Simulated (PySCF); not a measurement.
# Working out the ionisation energy of Tl

Tl [Xe] 4f14 5d10 6s2 6p1 (2P) → Tl⁺ [Xe] 4f14 5d10 6s2 (1S). Calculation: PySCF 2.14, in x2c-TZVPPall; the spin-free X2C one-electron Hamiltonian (Gaussian nucleus). Frozen: [Kr] 4d10 4f14. Energies in hartree (1 hartree = 27.21139 eV):

```tsv
part	Tl (lower)	Tl⁺ (upper)
UHF	-20243.515297	-20243.331475
CCSD correlation	-0.457370	-0.447790
(T)	-0.010951	-0.010144
```

What does Hartree-Fock give?

(-20243.331475) − (-20243.515297) = 0.183822 hartree = 5.002 eV.

What do CCSD and CCSD(T) give?

The CCSD correlation energies differ by 0.009580 hartree = 0.261 eV and the triples by 0.000807 hartree = 0.022 eV, so CCSD gives 5.263 eV and CCSD(T) 5.285 eV.

Measured between the centres of the two terms (NIST): 5.464 eV, so CCSD(T) (valence and next inner shell) is off by -0.179 eV.

What remains against the reference includes basis incompleteness, the frozen core and higher excitations.
